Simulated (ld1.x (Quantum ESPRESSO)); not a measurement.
An all-electron radial function and its pseudo partner (bromine (Br))

Columns: radius, all-electron u(r) and pseudo u(r) of the 4s shell (level -30.40 eV) of bromine in the configuration [Ar] 3d10 4s2 4p4; PBEsol, scalar-relativistic, TM scheme, ld1.x (Quantum ESPRESSO) 7.5.

| r (bohr) | all-electron | pseudo |
| --- | --- | --- |
| 0.078 | -0.1436 | -0.0220 |
| 0.155 | -0.2429 | -0.0449 |
| 0.232 | 0.0332 | -0.0702 |
| 0.310 | 0.3081 | -0.0997 |
| 0.388 | 0.4331 | -0.1347 |
| 0.465 | 0.4122 | -0.1760 |
| 0.542 | 0.2941 | -0.2256 |
| 0.620 | 0.1224 | -0.2854 |
| 0.698 | -0.0662 | -0.3550 |
| 0.775 | -0.2469 | -0.4323 |
| 0.852 | -0.4093 | -0.5158 |
| 0.930 | -0.5493 | -0.6020 |
| 1.008 | -0.6626 | -0.6842 |
| 1.085 | -0.7488 | -0.7558 |
| 1.162 | -0.8115 | -0.8131 |
| 1.240 | -0.8540 | -0.8541 |
| 1.318 | -0.8780 | -0.8780 |
| 1.395 | -0.8864 | -0.8864 |
| 1.472 | -0.8821 | -0.8821 |
| 1.550 | -0.8675 | -0.8675 |
| 1.628 | -0.8446 | -0.8446 |
| 1.705 | -0.8160 | -0.8160 |
| 1.782 | -0.7828 | -0.7828 |
| 1.860 | -0.7460 | -0.7460 |
| 1.938 | -0.7071 | -0.7071 |
| 2.015 | -0.6676 | -0.6676 |

Question: How many radial nodes do the two functions have?

Answer: The all-electron 4s function has n − l − 1 = 3 (the table is too coarse to show those close to the nucleus); the pseudo-wave has 0, since the states of the same l below it are removed with the core.

Question: At about which radius was the pseudo-wave matched?

Answer: 1.45 bohr. The columns agree to 0.0005 from 1.24 bohr on; several derivatives are matched, so the curves merge somewhat inside the radius.

Question: Is the pseudo-wave norm-conserving?

Answer: Yes: the TM scheme keeps the norm inside the radius equal to the all-electron one, which fixes the energy derivative of the logarithmic derivative at the level.
